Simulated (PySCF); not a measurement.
# Running PySCF for Cs²⁺

The script input.py:

```python
from pyscf import gto, scf, mp

mol = gto.M(
    atom='Cs 0 0 0',
    basis='x2c-svpall',
    charge=2,
    spin=1,
    verbose=4,
)
mf = scf.UHF(mol)
mf = mf.sfx2c1e()
mf.kernel()
mp.MP2(mf).kernel()
mf.dip_moment()
print('orbital energies (hartree):', [e[max(0, n-3):n+3].round(4) for e, n in zip(mf.mo_energy, mol.nelec)])
```

```bash
$ python input.py
```

Output (some set-up lines and the per-cycle HOMO/LUMO lines with their warnings removed):

```
PySCF version 2.14.0

[INPUT] verbose = 4
[INPUT] num. atoms = 1
[INPUT] num. electrons = 53
[INPUT] charge = 2
[INPUT] spin (= nelec alpha-beta = 2S) = 1
[INPUT] symmetry False subgroup None
[INPUT] Mole.unit = angstrom
[INPUT] Symbol           X                Y                Z      unit          X                Y                Z       unit  Magmom
[INPUT]  1 Cs     0.000000000000   0.000000000000   0.000000000000 AA    0.000000000000   0.000000000000   0.000000000000 Bohr   0.0

nuclear repulsion = 0
number of shells = 4
number of NR pGTOs = 155
number of NR cGTOs = 54
basis = x2c-svpall
ecp = {}

******** <class 'pyscf.x2c.sfx2c1e.sfX2C1eUHF'> ********
method = sfX2C1eUHF
initial guess = minao
damping factor = 0
level_shift factor = 0
DIIS = <class 'pyscf.scf.diis.CDIIS'>
diis_start_cycle = 1
diis_space = 8
diis_damp = 0
SCF conv_tol = 1e-09
SCF conv_tol_grad = None
SCF max_cycles = 50
direct_scf = True
direct_scf_tol = 1e-13
number electrons alpha = 27  beta = 26

******** <class 'pyscf.x2c.sfx2c1e.SpinFreeX2CHelper'> ********
approx = 1e
xuncontract = 1
Set gradient conv threshold to 3.16228e-05
init E= -7782.90986818138

cycle= 1 E= -7782.01813164589  delta_E= 0.892  |g|= 0.158  |ddm|= 1.59
cycle= 2 E= -7782.03118377858  delta_E= -0.0131  |g|= 0.0413  |ddm|= 0.238
cycle= 3 E= -7782.03193126931  delta_E= -0.000747  |g|= 0.0115  |ddm|= 0.0351
cycle= 4 E= -7782.03204574663  delta_E= -0.000114  |g|= 0.00252  |ddm|= 0.0171
cycle= 5 E= -7782.03205259463  delta_E= -6.85e-06  |g|= 0.000293  |ddm|= 0.00459
cycle= 6 E= -7782.0320526815  delta_E= -8.69e-08  |g|= 3.33e-05  |ddm|= 0.000517
cycle= 7 E= -7782.03205268247  delta_E= -9.71e-10  |g|= 4.41e-06  |ddm|= 5.16e-05
Extra cycle  E= -7782.03205268249  delta_E= -1.64e-11  |g|= 1.48e-06  |ddm|= 5.04e-06
converged SCF energy = -7782.03205268249  <S^2> = 0.75745449  2S+1 = 2.0074406

******** <class 'pyscf.mp.ump2.UMP2'> ********
nocc = (np.int64(27), np.int64(26)), nmo = (54, 54)
E(UMP2) = -7782.23953790127  E_corr = -0.207485218775679
E(SCS-UMP2) = -7782.22240634794  E_corr = -0.190353665453146
E_corr(same-spin) = -0.0676483812434635
E_corr(oppo-spin) = -0.139836837532215
Dipole moment(X, Y, Z, Debye):  0.00000, -0.00000,  0.00000
orbital energies (hartree): [array([-1.3339, -1.2683, -1.2683, -0.3455, -0.32  , -0.3156]), array([-1.8495, -1.2477, -1.2477, -0.8441, -0.3356, -0.2884])]
```

In short: E(SCF) = -7782.032053 Eh, 7 cycles, E(MP2) − E(SCF) = -0.20749 Eh, ⟨S²⟩ = 0.757.

Wall time 2.8 s on one thread of a shared host.

No search for the lowest solution was made.
